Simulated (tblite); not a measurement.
Species: C₅H₈F₂O₂Si.
Structure used (GFN2-xTB), in Å, numbered top down from 1:
```
atom  x, y, z in Å
O1     3.2530   -0.0135   -0.5896
C2     2.5146   -0.8085   -0.0954
O3     1.2098   -0.6848    0.0860
C4     0.5792    0.5196   -0.3611
C5    -0.1909    1.1169    0.8203
F6     0.6786    1.4457    1.8350
C7    -1.2221    0.0957    1.2929
Si8   -1.7417   -0.8484   -0.2824
C9    -0.4877    0.1239   -1.3779
F10    0.0707   -0.6159   -2.3980
H11    2.8213   -1.7920    0.2982
H12    1.3481    1.1955   -0.7519
H13   -0.6604    2.0577    0.5079
H14   -2.0317    0.5887    1.8264
H15   -0.7315   -0.5711    2.0017
H16   -1.4066   -2.2659   -0.2660
H17   -3.1116   -0.5580   -0.7061
H18   -0.9000    1.0207   -1.8514
```

Calculated harmonic vibrations of the isolated species, GFN2-xTB (tblite), most abundant isotopes, no scaling. The method is semi-empirical: single wavenumbers can be off by several per cent or more. Modes of hydrogen on silicon can be 10 to 20 % off. One conformer, not necessarily the lowest.

Harmonic wavenumbers (cm⁻¹): 29.4, 56.3, 103.4, 160.7, 180.2, 217.4, 261.4, 337.5, 351.3, 369.3, 436.8, 469.5, 501.3, 600.9, 628.6, 647.2, 695.9, 735.7, 749.2, 776.7, 799.7, 912.8, 937.5, 952.2, 1019.1, 1042.0, 1075.5, 1111.5, 1127.9, 1159.9, 1175.5, 1215.1, 1224.2, 1269.7, 1286.4, 1296.3, 1308.6, 1352.6, 1459.5, 1799.0, 2282.2, 2338.0, 2835.4, 2920.2, 2928.1, 2943.2, 3005.4, 3022.2.

A = 1410, B = 1073, C = 727.9 MHz; mass 166.026 u (most abundant isotopes); point group C1, symmetry number 1.

Q: What is the zero-point energy?

A: Half the sum of the wavenumbers: 27054 cm⁻¹ = 77.35 kcal/mol.

Q: What is S at 298.15 K and 1 bar for an ideal gas of classical rigid rotors and harmonic oscillators?

A: Translation 41.26, rotation 30.06, vibration 31.57: S = 102.9 cal/(mol K).

Q: And Cp and H(298.15 K) − H(0)?

A: Cp = 41.03 cal/(mol K), of which vibrations give 33.08 (their classical limit is 48 R = 95.4); H(298.15 K) − H(0) = 7.26 kcal/mol without the zero-point energy, 4.89 from vibrations.

Q: Blend soft modes into free rotors: weight 1/[1 + (100 cm⁻¹/ν̃)⁴] for the oscillator and the rest for a rotor with moment μB/(μ + B), μ = h/(8π²ν), B = 10⁻⁴⁴ kg m². What vibrational entropy results?

A: 28.47 cal/(mol K) in place of 31.57, which changes −T·S at 298.15 K by +0.93 kcal/mol.

Q: What must be added to the electronic energy to get the Gibbs energy at 298.15 K and 1 bar?

A: ZPE + [H(298.15 K) − H(0)] − T·S = 77.35 + 7.26 − 30.68 = 53.93 kcal/mol.

Hindered rotation and anharmonicity are outside this model. Other conformers, if any are populated, would add a mixing term that is left out. The structure is chiral; the term R ln 2 for an equal mix with its mirror image is left out.
